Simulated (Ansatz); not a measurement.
The cluster Ge3F6⁺. The state is a doublet with charge 1. Geometry r2SCAN-D4/def2-SVP.

```xyz
9

Ge   -1.364    1.872   -0.506
Ge   -0.228   -1.519    0.596
Ge    2.067    0.393   -0.447
F     0.789   -0.840   -1.123
F     0.669    1.643   -0.231
F    -1.306   -0.073    0.403
F    -0.710   -2.045    2.165
F    -1.172    1.098   -2.041
F     1.254   -0.529    1.183
```

The 6-31G sets use Cartesian d functions. B3LYP takes the VWN-RPA correlation. The structure comes from a short search, and lower isomers may exist.

(1) Estimate the α-spin orbital energies around the gap (eV) in Ansatz with PBE-D4/def2-SVP, r2SCAN-D4/def2-TZVP, B3LYP-D4/6-31G, PBE0-D4/def2-SVP, PBE0-D4/def2-TZVP.

Answers

(1) 
```json
{"orbital": "HOMO−13", "PBE-D4/def2-SVP": "-16.13", "r2SCAN-D4/def2-TZVP": "-16.89", "B3LYP-D4/6-31G": "-17.82", "PBE0-D4/def2-SVP": "-18.36", "PBE0-D4/def2-TZVP": "-18.44"}
{"orbital": "HOMO−12", "PBE-D4/def2-SVP": "-15.80", "r2SCAN-D4/def2-TZVP": "-16.54", "B3LYP-D4/6-31G": "-17.41", "PBE0-D4/def2-SVP": "-17.94", "PBE0-D4/def2-TZVP": "-18.04"}
{"orbital": "HOMO−11", "PBE-D4/def2-SVP": "-15.33", "r2SCAN-D4/def2-TZVP": "-16.13", "B3LYP-D4/6-31G": "-17.08", "PBE0-D4/def2-SVP": "-17.61", "PBE0-D4/def2-TZVP": "-17.69"}
{"orbital": "HOMO−10", "PBE-D4/def2-SVP": "-15.24", "r2SCAN-D4/def2-TZVP": "-16.02", "B3LYP-D4/6-31G": "-17.04", "PBE0-D4/def2-SVP": "-17.51", "PBE0-D4/def2-TZVP": "-17.56"}
{"orbital": "HOMO−9", "PBE-D4/def2-SVP": "-14.97", "r2SCAN-D4/def2-TZVP": "-15.74", "B3LYP-D4/6-31G": "-16.73", "PBE0-D4/def2-SVP": "-17.21", "PBE0-D4/def2-TZVP": "-17.27"}
{"orbital": "HOMO−8", "PBE-D4/def2-SVP": "-14.84", "r2SCAN-D4/def2-TZVP": "-15.58", "B3LYP-D4/6-31G": "-16.61", "PBE0-D4/def2-SVP": "-17.05", "PBE0-D4/def2-TZVP": "-17.08"}
{"orbital": "HOMO−7", "PBE-D4/def2-SVP": "-14.77", "r2SCAN-D4/def2-TZVP": "-15.53", "B3LYP-D4/6-31G": "-16.58", "PBE0-D4/def2-SVP": "-17.01", "PBE0-D4/def2-TZVP": "-17.06"}
{"orbital": "HOMO−6", "PBE-D4/def2-SVP": "-14.29", "r2SCAN-D4/def2-TZVP": "-15.01", "B3LYP-D4/6-31G": "-16.04", "PBE0-D4/def2-SVP": "-16.46", "PBE0-D4/def2-TZVP": "-16.56"}
{"orbital": "HOMO−5", "PBE-D4/def2-SVP": "-14.22", "r2SCAN-D4/def2-TZVP": "-14.94", "B3LYP-D4/6-31G": "-15.95", "PBE0-D4/def2-SVP": "-16.38", "PBE0-D4/def2-TZVP": "-16.49"}
{"orbital": "HOMO−4", "PBE-D4/def2-SVP": "-13.82", "r2SCAN-D4/def2-TZVP": "-14.55", "B3LYP-D4/6-31G": "-15.31", "PBE0-D4/def2-SVP": "-15.88", "PBE0-D4/def2-TZVP": "-16.03"}
{"orbital": "HOMO−3", "PBE-D4/def2-SVP": "-13.77", "r2SCAN-D4/def2-TZVP": "-14.49", "B3LYP-D4/6-31G": "-15.29", "PBE0-D4/def2-SVP": "-15.84", "PBE0-D4/def2-TZVP": "-15.98"}
{"orbital": "HOMO−2", "PBE-D4/def2-SVP": "-13.46", "r2SCAN-D4/def2-TZVP": "-13.90", "B3LYP-D4/6-31G": "-14.66", "PBE0-D4/def2-SVP": "-14.81", "PBE0-D4/def2-TZVP": "-14.85"}
{"orbital": "HOMO−1", "PBE-D4/def2-SVP": "-12.38", "r2SCAN-D4/def2-TZVP": "-12.80", "B3LYP-D4/6-31G": "-13.41", "PBE0-D4/def2-SVP": "-13.62", "PBE0-D4/def2-TZVP": "-13.67"}
{"orbital": "HOMO", "PBE-D4/def2-SVP": "-11.55", "r2SCAN-D4/def2-TZVP": "-12.15", "B3LYP-D4/6-31G": "-12.83", "PBE0-D4/def2-SVP": "-13.03", "PBE0-D4/def2-TZVP": "-13.05"}
{"orbital": "LUMO", "PBE-D4/def2-SVP": "-7.23", "r2SCAN-D4/def2-TZVP": "-7.17", "B3LYP-D4/6-31G": "-6.77", "PBE0-D4/def2-SVP": "-6.39", "PBE0-D4/def2-TZVP": "-6.45"}
{"orbital": "LUMO+1", "PBE-D4/def2-SVP": "-7.05", "r2SCAN-D4/def2-TZVP": "-7.02", "B3LYP-D4/6-31G": "-6.54", "PBE0-D4/def2-SVP": "-6.22", "PBE0-D4/def2-TZVP": "-6.32"}
{"orbital": "LUMO+2", "PBE-D4/def2-SVP": "-6.66", "r2SCAN-D4/def2-TZVP": "-6.60", "B3LYP-D4/6-31G": "-6.17", "PBE0-D4/def2-SVP": "-5.84", "PBE0-D4/def2-TZVP": "-5.93"}
{"orbital": "LUMO+3", "PBE-D4/def2-SVP": "-5.80", "r2SCAN-D4/def2-TZVP": "-5.75", "B3LYP-D4/6-31G": "-5.22", "PBE0-D4/def2-SVP": "-4.94", "PBE0-D4/def2-TZVP": "-5.00"}
{"orbital": "LUMO+4", "PBE-D4/def2-SVP": "-5.61", "r2SCAN-D4/def2-TZVP": "-5.59", "B3LYP-D4/6-31G": "-5.08", "PBE0-D4/def2-SVP": "-4.80", "PBE0-D4/def2-TZVP": "-4.90"}
{"orbital": "LUMO+5", "PBE-D4/def2-SVP": "-4.72", "r2SCAN-D4/def2-TZVP": "-4.54", "B3LYP-D4/6-31G": "-4.33", "PBE0-D4/def2-SVP": "-3.79", "PBE0-D4/def2-TZVP": "-3.93"}
{"orbital": "β HOMO", "PBE-D4/def2-SVP": "-12.34", "r2SCAN-D4/def2-TZVP": "-12.77", "B3LYP-D4/6-31G": "-13.36", "PBE0-D4/def2-SVP": "-13.58", "PBE0-D4/def2-TZVP": "-13.63"}
{"orbital": "β LUMO", "PBE-D4/def2-SVP": "-10.43", "r2SCAN-D4/def2-TZVP": "-10.18", "B3LYP-D4/6-31G": "-10.18", "PBE0-D4/def2-SVP": "-9.54", "PBE0-D4/def2-TZVP": "-9.55"}
```
